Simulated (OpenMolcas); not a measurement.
Ni2+ among 6 point charges of -2 e arranged as an octahedron (Oh), 2.11 Å from the ion.

| Quantity | Value |
| --- | --- |
| Program | OpenMolcas |
| Method | CASSCF |
| Basis | ANO-RCC-VTZP [6s5p3d2f1g] |
| Scalar Hamiltonian | DKH2, point nucleus |
| Active space | 8 electrons in 5 orbitals (3d) |
| State averaging | 2S+1 = 3 even, 10 roots; 2S+1 = 1 even, 15 roots |
| Spin-orbit coupling | state interaction with AMFI integrals over the reference wave functions |

(1) What is the spin-free ground state (labels of O, the rotations of Oh)?

(2) Where is the first state of the same spin?

(3) What are the lowest two levels with spin-orbit coupling?

(4) What is χT at 300 K, and how does it compare with the textbook value?

Results:

(1) 3A2, 1-fold in its orbital part, 100 % from free-ion F terms; it has the highest spin that d8 allows.

(2) 3T2 at 2850 cm-1 above the ground state.

(3) A 3-fold level T2, then a 2-fold level E 2572 cm-1 above it. Their leading multiplicities are 3 (100 %) and 3 (100 %).

(4) The lowest level has 2S+1 = 3, for which the spin-only value is χT = S(S+1) / 2 = 1.000 cm3 K/mol (g = 2). The computed 2.053 at 300 K differs by +1.053, through orbital momentum, spin-orbit coupling and any other state in reach.

Without dynamic correlation the repulsion within the d shell is too large (B by tens of per cent), so at a given field states of lower spin stand too high. This is an electrostatic model: the charges have no orbitals. No measured value stands beside these numbers.
